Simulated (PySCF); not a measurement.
# Germanium: a sound run and one with changed settings

Sound run: Ge [Ar] 3d10 4s2 4p2, Ge⁺ [Ar] 3d10 4s2 4p1. All numbers are calculated (PySCF 2.14, scalar relativity through the core potential, in aug-cc-pVDZ-PP with ECP10MDF). The sound run starts from symmetry-adapted Hartree-Fock orbitals and uses a fine grid where one is needed.

Changed run: 26 angular points. This setting is unsound on purpose.

```tsv
species	method	sound run (hartree)	changed run (hartree)	converged
Ge	UHF	-293.34175	-293.34175	yes
Ge	r2SCAN	-294.40345	-294.40394	yes
Ge	B3LYP	-294.56804	-294.56805	yes
Ge⁺	UHF	-293.06941	-293.06941	yes
Ge⁺	r2SCAN	-294.10858	-294.10974	yes
Ge⁺	B3LYP	-294.27996	-294.27998	yes
```

Ionisation energy of Ge:

```json
{"method": "UHF", "sound run (eV)": "7.411", "changed run (eV)": "7.411"}
{"method": "r2SCAN", "sound run (eV)": "8.024", "changed run (eV)": "8.006"}
{"method": "B3LYP", "sound run (eV)": "7.839", "changed run (eV)": "7.839"}
```

A coarse angular grid integrates products of high-l functions wrongly, so density functionals can shift, and the SCF can exploit the error; Hartree-Fock and MP2 need no grid.

For comparison, NIST gives 7.899 eV between the lowest levels.
